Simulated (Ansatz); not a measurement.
This geometry of CH6BNOSi (11 atoms, charge 0, multiplicity 1) is a first-order saddle point.

All numbers below come from RKS PBE-D4/def2-mTZVP (Ansatz).

```xyz
11
Properties=species:S:1:pos:R:3
O -1.996 1.032 0.092
Si -0.388 0.728 0.420
C 0.724 0.339 -1.038
B 0.921 -1.051 -0.249
N 0.025 -0.939 0.849
H -2.663 0.485 0.540
H 0.084 1.722 1.439
H 0.201 0.247 -2.001
H 1.629 0.942 -1.197
H 1.659 -1.979 -0.456
H -0.131 -1.585 1.620
```

(1) Which two structures does it join? (They come from a converged band through this point; their orientation in space is the band's.)

(2) How far does it lie above each of them?

Results:

(1) No bond is made or broken. The dihedral H6–O1–Si2–N5 goes from 122 to -55°.

Initial state:

```xyz
11
Properties=species:S:1:pos:R:3
O -2.126 0.618 0.021
Si -0.497 0.570 0.384
C 0.713 0.314 -1.028
B 1.070 -1.025 -0.210
N 0.119 -1.021 0.845
H -2.665 1.227 0.553
H -0.224 1.630 1.414
H 0.235 0.130 -2.002
H 1.524 1.039 -1.181
H 1.931 -1.850 -0.376
H -0.014 -1.688 1.602
```

Final state:

```xyz
11
Properties=species:S:1:pos:R:3
O -2.067 0.962 0.403
Si -0.424 0.694 0.518
C 0.656 0.365 -0.990
B 0.972 -1.008 -0.214
N 0.100 -0.953 0.906
H -2.549 0.394 -0.224
H 0.003 1.718 1.518
H 0.113 0.234 -1.939
H 1.507 1.033 -1.186
H 1.762 -1.886 -0.446
H -0.008 -1.610 1.676
```

(2) 1.5 kcal/mol above the first and 2.4 kcal/mol above the second. This is the barrier of this one path; another mechanism may lie lower.

Time of the run: 3.9 min on 2 threads of Arm Neoverse V1, on a shared host, peak memory 0.17 GiB.
